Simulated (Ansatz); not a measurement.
**Worked example: C2H8OSi2 + C2H3F3O → C2H8O2Si2 + C2H3F3**

Species: C2H8OSi2 `C=C[SiH2][SiH2]O`, singlet; C2H3F3O (2,2,2-trifluoroethanol) `OCC(F)(F)F`, singlet; C2H8O2Si2 `C=C[SiH](O)[SiH2]O`, singlet; C2H3F3 (1,1,1-trifluoroethane) `CC(F)(F)F`, singlet. The partners trade H for OH: Si–H and C–OH bonds give way to Si–OH and C–H.

Shapes, held fixed at every level: PBE0-D4/def2-TZVP. Flexible molecules stand in one conformer, not always the lowest. Programs: Ansatz 0.2.0. Electronic energies: no zero-point or thermal term.

At CCSD(T)/CBS estimate; 1 Eh = 2625.50 kJ/mol:

| species | energy (Eh) |
| --- | --- |
| C2H8OSi2 | -734.265412 |
| C2H3F3O | -452.459218 |
| C2H8O2Si2 | -809.493420 |
| C2H3F3 | -377.301889 |

Task: Work out ΔE of the reaction at this level.

Result: 
1. Products less reactants: (-809.493420) + (-377.301889) − [(-734.265412) + (-452.459218)] = -0.070679 Eh = -185.6 kJ/mol.

Other levels give -191.0 (MP2/def2-TZVPP) to -170.5 kJ/mol (PBE-D4/def2-TZVPP). No measured value is set beside it here. The CBS estimate extrapolates MP2 from def2-TZVPP and def2-QZVPP and adds CCSD(T) − MP2 in the triple-zeta set, cores frozen.
